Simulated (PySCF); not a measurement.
From one molecule to another.

First species: C₇H₁₃FSi.
SMILES with atom numbers: `[CH2:1]=[C:2]=[CH:3][C@H:4]([CH2:5][F:6])[CH2:7][CH2:8][SiH3:9]` (hydrogens: H10, H11 on C1; H12 on C3; H13 on C4; H14, H15 on C5; H16, H17 on C7; H18, H19 on C8; H20, H21, H22 on Si9)

Geometry (GFN2-xTB, Å), atoms numbered from 1 in this order:
```xyz
22
C7H13FSi angstrom
C     -3.6093    1.6835    0.6262
C     -2.6464    0.8363    0.8006
C     -1.6729   -0.0040    0.9587
C     -0.7052   -0.3895   -0.1331
C     -0.7830   -1.8995   -0.3685
F     -0.3999   -2.5947    0.7534
C      0.7148    0.0569    0.2527
C      1.7117   -0.0209   -0.8991
Si     3.4329    0.6290   -0.4125
H     -3.4746    2.7394    0.8010
H     -4.5926    1.3718    0.3109
H     -1.5049   -0.4808    1.9154
H     -1.0006    0.1003   -1.0674
H     -0.1166   -2.2169   -1.1766
H     -1.8100   -2.2069   -0.5934
H      1.0610   -0.5596    1.0849
H      0.6577    1.0890    0.6077
H      1.8010   -1.0533   -1.2410
H      1.3256    0.5535   -1.7447
H      4.3194    0.5254   -1.5733
H      3.9629   -0.1686    0.6938
H      3.3186    2.0289    0.0026
```

Second species: C₆H₁₂N₂.
Z-matrix (Å and degrees, GFN2-xTB geometry), rows numbered from 1:
```
C 
C   1  1.5312
N   2  1.4385  1  113.97
C   3  1.4670  2  121.07  1   -72.67
C   4  1.5394  3  103.44  2   156.15
C   5  1.5286  4  113.11  3   108.45
C   5  1.5143  4   99.79  3    -9.86
N   7  1.2710  5  113.71  4     5.73
H   1  1.0879  2  111.16  3    63.34
H   1  1.0866  2  110.05  3  -176.53
H   1  1.0877  2  109.56  3   -56.85
H   2  1.0927  1  109.20  3   119.26
H   2  1.0935  1  110.41  3  -121.24
H   4  1.0959  3  110.97  2    35.89
H   4  1.0932  3  109.26  2   -83.89
H   5  1.0947  4  112.16  3  -127.74
H   6  1.0882  5  110.23  4   -56.69
H   6  1.0885  5  110.52  4    63.58
H   6  1.0880  5  110.20  4  -176.47
H   7  1.0723  5  124.61  4  -177.78
```

Levels: PBE0/pcSseg-1 for HOMO energy, LUMO energy and HOMO–LUMO gap. Geometries: GFN2-xTB. Each structure is a single optimised conformer of the isolated species, non-relativistic unless stated. Electronic properties by PySCF.

Dipoles, sizes and rotational constants follow the conformer. The torsions of the flexible species, by atom-mapped SMILES:
- `[CH2:1]=[C:2]=[CH:3][C@H:4]([CH2:5][F:6])[CH2:7][CH2:8][SiH3:9]`: C2–C3–C4–C5 -121°, C3–C4–C5–F6 -63°, C3–C4–C7–C8 -168°, C4–C7–C8–Si9 177°

The conformers of `CCN1C[C@H](C)C=N1` aren't listed.

Values for the first species:

| Quantity | Value |
| --- | --- |
| HOMO energy | -7.38 eV |
| LUMO energy | 0.36 eV |
| HOMO–LUMO gap | 7.74 eV |

Problem. Estimate the same properties for the second species, and the change in each.

Solution. 
```csv
property,first,second,second less first
HOMO energy,-7.38 eV,-5.57 eV,+1.81 eV
LUMO energy,0.36 eV,0.47 eV,+0.11 eV
HOMO–LUMO gap,7.74 eV,6.04 eV,-1.70 eV
```

